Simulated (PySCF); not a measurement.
A geometry optimisation, step by step.

Compound: C2H7AlBrN.
Atom-mapped SMILES: `[CH3:1][N:2]([CH3:3])[AlH:4][Br:5]` (hydrogens: H6, H7, H8 on C1; H9, H10, H11 on C3; H12 on Al4)

Method: PBE0-D3(BJ)/def2-SVP geometry optimisation, gas phase in PySCF 2.14.0; density fitting, grid level 1; the optimiser is geomeTRIC in internal coordinates, started from a GFN2-xTB structure with every atom displaced at random (about 0.01 Å). 12 of its 31 geometries are shown. The frame can shift and turn from step to step; on so coarse a grid that alone can change the energy by a few meV, and forces under 0.02 eV/Å are noise.

Step 0: E = -80295.0475 eV, largest atomic force 2.292 eV/Å
```
atom  x, y, z in Å  |  force x, y, z in eV/Å
C1     -0.983   -1.037    0.036   -0.505   1.891  -0.487
N2      0.025    0.005   -0.005    0.824   0.111  -0.057
C3     -0.530    1.353   -0.101    1.600  -0.908   1.367
Al4     1.771   -0.519    0.065   -1.680   0.680  -0.077
Br5     3.472    0.895    0.018    0.391   0.572  -0.016
H6     -1.624   -0.979   -0.875    0.118  -0.278   0.204
H7     -1.650   -0.883    0.900   -0.130  -0.225   0.178
H8     -0.507   -1.986    0.094    0.351  -1.352   0.084
H9     -1.111    1.482   -0.982   -0.869   0.189  -1.255
H10    -1.150    1.580    0.780   -0.211   0.076   0.082
H11     0.303    2.072   -0.108   -0.073   0.146  -0.081
H12     2.022   -2.013    0.169    0.182  -0.903   0.058
```

Step 3: E = -80295.2340 eV, largest atomic force 0.247 eV/Å
```
atom  x, y, z in Å  |  force x, y, z in eV/Å
C1     -1.045   -0.998    0.020   -0.128   0.209  -0.034
N2      0.035   -0.041   -0.003    0.045  -0.004   0.002
C3     -0.410    1.330   -0.100    0.070  -0.066   0.110
Al4     1.725   -0.577    0.095   -0.076   0.051   0.001
Br5     3.308    1.030    0.100    0.047  -0.019  -0.009
H6     -1.665   -0.936   -0.897   -0.003  -0.008   0.026
H7     -1.719   -0.832    0.882   -0.017  -0.001  -0.010
H8     -0.670   -2.028    0.093    0.094  -0.099   0.004
H9     -1.001    1.503   -1.016   -0.059   0.000  -0.112
H10    -1.054    1.614    0.756    0.019  -0.007   0.002
H11     0.446    2.021   -0.121   -0.010  -0.026   0.016
H12     2.089   -2.104    0.181    0.017  -0.029   0.003
```

Step 5: E = -80295.2355 eV, largest atomic force 0.040 eV/Å
```
atom  x, y, z in Å  |  force x, y, z in eV/Å
C1     -1.065   -0.975    0.014    0.014  -0.021   0.006
N2      0.034   -0.040    0.000   -0.033  -0.023   0.006
C3     -0.389    1.335   -0.096    0.017   0.008  -0.005
Al4     1.712   -0.605    0.101    0.025   0.003   0.001
Br5     3.332    0.967    0.100    0.000  -0.002  -0.002
H6     -1.680   -0.903   -0.905    0.002   0.004  -0.009
H7     -1.743   -0.801    0.872    0.004   0.002   0.000
H8     -0.698   -2.011    0.086   -0.023   0.005  -0.001
H9     -0.972    1.517   -1.020    0.005   0.011   0.007
H10    -1.032    1.625    0.758   -0.003   0.005  -0.002
H11     0.478    2.012   -0.107    0.003   0.009  -0.002
H12     2.061   -2.138    0.191   -0.012  -0.002   0.001
```

Step 8: E = -80295.2355 eV, largest atomic force 0.025 eV/Å
```
atom  x, y, z in Å  |  force x, y, z in eV/Å
C1     -1.072   -0.971    0.012    0.005  -0.004  -0.002
N2      0.033   -0.042    0.001   -0.011  -0.021   0.007
C3     -0.380    1.337   -0.095    0.001   0.002  -0.007
Al4     1.709   -0.613    0.103    0.022   0.005  -0.002
Br5     3.333    0.955    0.100   -0.002  -0.004   0.001
H6     -1.684   -0.894   -0.908    0.000   0.003  -0.004
H7     -1.750   -0.793    0.869    0.000   0.002   0.000
H8     -0.712   -2.010    0.084   -0.011   0.012  -0.001
H9     -0.960    1.525   -1.020    0.008   0.004   0.009
H10    -1.023    1.630    0.757   -0.002   0.002  -0.001
H11     0.491    2.007   -0.104    0.003   0.001  -0.001
H12     2.054   -2.147    0.193   -0.012  -0.001   0.001
```

Step 11: E = -80295.2355 eV, largest atomic force 0.025 eV/Å
```
atom  x, y, z in Å  |  force x, y, z in eV/Å
C1     -1.072   -0.971    0.012    0.005  -0.002  -0.002
N2      0.033   -0.042    0.001   -0.012  -0.021   0.007
C3     -0.380    1.336   -0.095    0.001   0.002  -0.006
Al4     1.709   -0.613    0.103    0.021   0.006  -0.002
Br5     3.332    0.956    0.100   -0.001  -0.006   0.001
H6     -1.684   -0.894   -0.908    0.000   0.003  -0.004
H7     -1.750   -0.793    0.869    0.000   0.002   0.000
H8     -0.712   -2.010    0.084   -0.011   0.010  -0.001
H9     -0.960    1.525   -1.020    0.007   0.004   0.008
H10    -1.023    1.630    0.757   -0.002   0.002  -0.001
H11     0.492    2.007   -0.104    0.003   0.001  -0.001
H12     2.054   -2.147    0.194   -0.012  -0.001   0.001
```

Step 14: E = -80295.2355 eV, largest atomic force 0.025 eV/Å
```
atom  x, y, z in Å  |  force x, y, z in eV/Å
C1     -1.072   -0.971    0.012    0.004  -0.002  -0.002
N2      0.033   -0.042    0.001   -0.012  -0.021   0.007
C3     -0.380    1.336   -0.095    0.002   0.002  -0.005
Al4     1.709   -0.613    0.103    0.021   0.006  -0.002
Br5     3.331    0.956    0.099    0.000  -0.007   0.001
H6     -1.684   -0.894   -0.908    0.000   0.003  -0.004
H7     -1.750   -0.793    0.869    0.000   0.002   0.000
H8     -0.713   -2.010    0.084   -0.010   0.009  -0.001
H9     -0.960    1.524   -1.020    0.007   0.004   0.007
H10    -1.022    1.630    0.757   -0.002   0.002  -0.001
H11     0.492    2.007   -0.104    0.002   0.001  -0.001
H12     2.055   -2.147    0.194   -0.012  -0.001   0.001
```

Step 16: E = -80295.2355 eV, largest atomic force 0.025 eV/Å
```
atom  x, y, z in Å  |  force x, y, z in eV/Å
C1     -1.072   -0.971    0.012    0.004  -0.001  -0.003
N2      0.033   -0.042    0.001   -0.012  -0.021   0.007
C3     -0.380    1.336   -0.095    0.002   0.002  -0.005
Al4     1.709   -0.613    0.103    0.020   0.007  -0.002
Br5     3.331    0.957    0.099    0.000  -0.007   0.001
H6     -1.684   -0.894   -0.908    0.000   0.003  -0.003
H7     -1.750   -0.793    0.869    0.000   0.002   0.000
H8     -0.713   -2.010    0.084   -0.010   0.009  -0.001
H9     -0.960    1.524   -1.020    0.006   0.004   0.007
H10    -1.022    1.630    0.757   -0.002   0.002  -0.001
H11     0.492    2.007   -0.104    0.002   0.001  -0.001
H12     2.055   -2.147    0.194   -0.011  -0.001   0.001
```

Step 19: E = -80295.2354 eV, largest atomic force 0.025 eV/Å
```
atom  x, y, z in Å  |  force x, y, z in eV/Å
C1     -1.072   -0.971    0.012    0.004   0.000  -0.003
N2      0.033   -0.043    0.001   -0.012  -0.020   0.007
C3     -0.380    1.336   -0.095    0.003   0.003  -0.004
Al4     1.709   -0.614    0.103    0.019   0.007  -0.002
Br5     3.330    0.957    0.099    0.001  -0.008   0.002
H6     -1.684   -0.894   -0.908    0.000   0.003  -0.003
H7     -1.750   -0.793    0.869   -0.001   0.002  -0.001
H8     -0.713   -2.011    0.084   -0.009   0.008  -0.001
H9     -0.959    1.524   -1.020    0.006   0.004   0.006
H10    -1.022    1.630    0.757   -0.002   0.002  -0.001
H11     0.493    2.007   -0.104    0.002   0.001  -0.001
H12     2.055   -2.147    0.194   -0.011  -0.001   0.001
```

Step 22: E = -80295.2354 eV, largest atomic force 0.024 eV/Å
```
atom  x, y, z in Å  |  force x, y, z in eV/Å
C1     -1.072   -0.971    0.012    0.003   0.001  -0.003
N2      0.033   -0.043    0.001   -0.012  -0.020   0.007
C3     -0.379    1.336   -0.095    0.003   0.003  -0.003
Al4     1.709   -0.614    0.103    0.019   0.008  -0.002
Br5     3.330    0.958    0.099    0.002  -0.009   0.002
H6     -1.684   -0.894   -0.908    0.000   0.003  -0.003
H7     -1.750   -0.793    0.869   -0.001   0.003  -0.001
H8     -0.714   -2.011    0.084   -0.008   0.007  -0.001
H9     -0.959    1.524   -1.020    0.006   0.004   0.005
H10    -1.022    1.630    0.757   -0.002   0.002  -0.001
H11     0.493    2.006   -0.104    0.002   0.001  -0.001
H12     2.055   -2.147    0.194   -0.011  -0.001   0.001
```

Step 25: E = -80295.2354 eV, largest atomic force 0.024 eV/Å
```
atom  x, y, z in Å  |  force x, y, z in eV/Å
C1     -1.072   -0.971    0.012    0.003   0.002  -0.004
N2      0.033   -0.043    0.001   -0.013  -0.020   0.007
C3     -0.379    1.336   -0.095    0.004   0.003  -0.003
Al4     1.709   -0.614    0.103    0.018   0.008  -0.002
Br5     3.329    0.958    0.099    0.002  -0.010   0.002
H6     -1.684   -0.894   -0.908    0.000   0.002  -0.003
H7     -1.751   -0.793    0.869   -0.001   0.003  -0.001
H8     -0.714   -2.011    0.084   -0.008   0.006  -0.001
H9     -0.959    1.524   -1.020    0.005   0.004   0.004
H10    -1.022    1.630    0.757   -0.002   0.002  -0.001
H11     0.493    2.006   -0.104    0.001   0.001  -0.001
H12     2.055   -2.147    0.194   -0.011  -0.001   0.001
```

Step 27: E = -80295.2354 eV, largest atomic force 0.024 eV/Å
```
atom  x, y, z in Å  |  force x, y, z in eV/Å
C1     -1.073   -0.971    0.012    0.002   0.002  -0.004
N2      0.033   -0.043    0.001   -0.013  -0.019   0.006
C3     -0.379    1.336   -0.095    0.004   0.004  -0.002
Al4     1.709   -0.614    0.103    0.018   0.008  -0.002
Br5     3.329    0.958    0.099    0.003  -0.010   0.002
H6     -1.684   -0.893   -0.908    0.000   0.002  -0.003
H7     -1.751   -0.793    0.869   -0.001   0.003  -0.001
H8     -0.714   -2.011    0.084   -0.007   0.006  -0.001
H9     -0.959    1.524   -1.020    0.005   0.003   0.004
H10    -1.022    1.630    0.757   -0.002   0.002  -0.001
H11     0.493    2.006   -0.104    0.001   0.001  -0.001
H12     2.056   -2.147    0.194   -0.011  -0.001   0.001
```

Step 30: E = -80295.2354 eV, largest atomic force 0.024 eV/Å
```
atom  x, y, z in Å  |  force x, y, z in eV/Å
C1     -1.073   -0.971    0.012    0.002   0.003  -0.004
N2      0.033   -0.043    0.001   -0.013  -0.019   0.006
C3     -0.379    1.336   -0.095    0.004   0.004  -0.002
Al4     1.709   -0.614    0.103    0.017   0.009  -0.002
Br5     3.329    0.959    0.099    0.004  -0.011   0.002
H6     -1.684   -0.893   -0.908    0.000   0.002  -0.002
H7     -1.751   -0.793    0.869   -0.001   0.003  -0.001
H8     -0.715   -2.011    0.084   -0.007   0.005  -0.001
H9     -0.958    1.524   -1.020    0.005   0.003   0.003
H10    -1.021    1.630    0.757   -0.002   0.002  -0.001
H11     0.493    2.006   -0.104    0.001   0.001  -0.001
H12     2.056   -2.147    0.194   -0.010  -0.001   0.001
```

**Question.** Summarise the path.

**Answer.** The energy falls by 18.13 kJ/mol from step 0 to step 30; nine tenths of that is first reached at step 1. It rises by more than 0.2 meV at step 5. The largest force goes from 2.292 to 0.024 eV/Å. Among the bonds Al4–H12 changes most, from 1.518 to 1.575 Å; the atoms move by 0.114 Å rms after alignment.

The cost below is that of the whole optimisation. The run took 3.1 min of wall time on one thread of an Arm Neoverse V2 (shared host), and the process peaked at 0.53 GiB of memory.
